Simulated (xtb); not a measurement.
xtb input (GFN1-xTB):

```bash
xtb mol.xyz --gfn 1 --sp --chrg 1 --uhf 0
```
mol.xyz:
```
13

C     -2.95420320    -0.53969385    -0.13590377
C     -1.69186261    -0.08446616     0.53888048
O     -0.51505945    -0.40415579    -0.34046068
Ge     1.28208452     0.27195127    -0.01098752
H     -3.79870396    -0.28295895     0.50624427
H     -2.97097369    -1.62322673    -0.27238568
H     -3.09474113    -0.04600180    -1.09679975
H     -1.63895064     0.99567809     0.65363919
H     -1.51050801    -0.57461893     1.49402472
H     -0.59699727    -1.29329496    -0.71860811
H      2.00528736    -0.41627144    -1.15972422
H      1.00798110     1.76223884    -0.14282411
H      1.56777234    -0.24577860     1.39385944
```

End of the output:

```
         :::::::::::::::::::::::::::::::::::::::::::::::::::::
         ::                     SUMMARY                     ::
         :::::::::::::::::::::::::::::::::::::::::::::::::::::
         :: total energy             -14.978952173734 Eh    ::
         :: gradient norm              0.037139801614 Eh/a0 ::
         :: HOMO-LUMO gap              5.761650981100 eV    ::
         ::.................................................::
         :: SCC energy               -15.113744497064 Eh    ::
         :: -> electrostatic           0.139505805102 Eh    ::
         :: repulsion energy           0.138508580127 Eh    ::
         :: dispersion energy         -0.003716256798 Eh    ::
         :: halogen bond corr.         0.000000000000 Eh    ::
         :: add. restraining           0.000000000000 Eh    ::
         :: total charge               1.000000000000 e     ::
         :::::::::::::::::::::::::::::::::::::::::::::::::::::

           -------------------------------------------------
          |                Property Printout                |
           -------------------------------------------------

    * Orbital Energies and Occupations

         #    Occupation            Energy/Eh            Energy/eV
      -------------------------------------------------------------
         1        2.0000           -1.0196223             -27.7453
         2        2.0000           -0.8892306             -24.1972
         3        2.0000           -0.8765657             -23.8526
         4        2.0000           -0.8260741             -22.4786
         5        2.0000           -0.8080400             -21.9879
         6        2.0000           -0.7780846             -21.1728
         7        2.0000           -0.7688422             -20.9213
         8        2.0000           -0.7192214             -19.5710
         9        2.0000           -0.6863226             -18.6758
        10        2.0000           -0.6791598             -18.4809
        11        2.0000           -0.6640696             -18.0703
        12        2.0000           -0.6628761             -18.0378
        13        2.0000           -0.6615015             -18.0004 (HOMO)
        14                         -0.4497647             -12.2387 (LUMO)
Note: The following floating-point exceptions are signalling: IEEE_DENORMAL
normal termination of xtb
        15                         -0.4469844             -12.1631
        16                         -0.4353863             -11.8475
        17                         -0.4180226             -11.3750
        18                         -0.4017059             -10.9310
        19                         -0.3151396              -8.5754
        20                         -0.2918158              -7.9407
        21                         -0.2800956              -7.6218
        22                         -0.2636209              -7.1735
        23                         -0.2594094              -7.0589
        24                         -0.2542549              -6.9186
       ...                                ...                  ...
        39                          0.3179869               8.6529
      -------------------------------------------------------------
                  HL-Gap            0.2117368 Eh            5.7617 eV
             Fermi-level           -0.5556331 Eh          -15.1195 eV

  Mulliken/CM5 charges         n(s)   n(p)   n(d)
     1C    -0.10272 -0.25182   1.015  3.087  0.000
     2C     0.19574  0.10285   1.034  2.770  0.000
     3O    -0.45797 -0.69242   1.717  4.741  0.000
     4Ge    0.49041  0.31859   1.499  1.703  0.308
     5H     0.08589  0.13767   0.914  0.000  0.000
     6H     0.06319  0.11616   0.937  0.000  0.000
     7H     0.07463  0.12813   0.925  0.000  0.000
     8H     0.07796  0.14183   0.922  0.000  0.000
     9H     0.06839  0.13044   0.932  0.000  0.000
    10H     0.40845  0.58210   0.592  0.000  0.000
    11H     0.03375  0.09734   0.966  0.000  0.000
    12H     0.03553  0.09939   0.964  0.000  0.000
    13H     0.02674  0.08975   0.973  0.000  0.000

Wiberg/Mayer (AO) data.
largest (>0.10) Wiberg bond orders for each atom

 ---------------------------------------------------------------------------
     #   Z sym  total        # sym  WBO       # sym  WBO       # sym  WBO
 ---------------------------------------------------------------------------
     1   6 C    3.984 --     2 C    1.028     6 H    0.978     7 H    0.977
                             5 H    0.967
     2   6 C    3.819 --     1 C    1.028     9 H    0.966     8 H    0.960
                             3 O    0.804
     3   8 O    2.280 --    10 H    0.812     2 C    0.804     4 Ge   0.589
     4  32 Ge   3.345 --    13 H    0.881    12 H    0.881    11 H    0.878
                             3 O    0.589
     5   1 H    0.992 --     1 C    0.967
     6   1 H    0.997 --     1 C    0.978
     7   1 H    0.995 --     1 C    0.977
     8   1 H    1.002 --     2 C    0.960
     9   1 H    1.002 --     2 C    0.966
    10   1 H    0.840 --     3 O    0.812
    11   1 H    0.995 --     4 Ge   0.878
    12   1 H    0.996 --     4 Ge   0.881
    13   1 H    0.997 --     4 Ge   0.881
 ---------------------------------------------------------------------------

Topologies differ in total number of bonds
Writing topology from bond orders to xtbtopo.mol

 dipole moment from electron density (au)
     X       Y       Z
  -0.5275  -0.7656   0.0056  total (Debye):    2.363

           -------------------------------------------------
          | TOTAL ENERGY              -14.978952173734 Eh   |
          | GRADIENT NORM               0.037139801614 Eh/α |
          | HOMO-LUMO GAP               5.761650981100 eV   |
           -------------------------------------------------

------------------------------------------------------------------------
------------------------------------------------------------------------
 total:
 SCF:
```

It need not be the lowest isomer of its formula.
